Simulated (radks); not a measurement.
Charge is removed step by step from the 1s up level of neutral hydrogen, starting from 1s(up 1, down 0). Method: scalar-relativistic Kohn-Sham, PBE, spin-polarised, spherical densities, finite nucleus; Gaussian nuclear charge, rms radius 0.8783 fm; computed with a radial shooting solver on a logarithmic mesh with Libxc functionals.

\begin{tabular}{lrr}
removed (e) & E - E(0) (eV) & eigenvalue (eV) \\ \hline
0 & 0.000 & -7.595 \\
0.25 & 2.281 & -10.689 \\
0.5 & 5.354 & -13.897 \\
0.75 & 9.212 & -16.873 \\
\end{tabular}

The mean slope of the eigenvalue, de/dn, is 12.4 eV per electron.
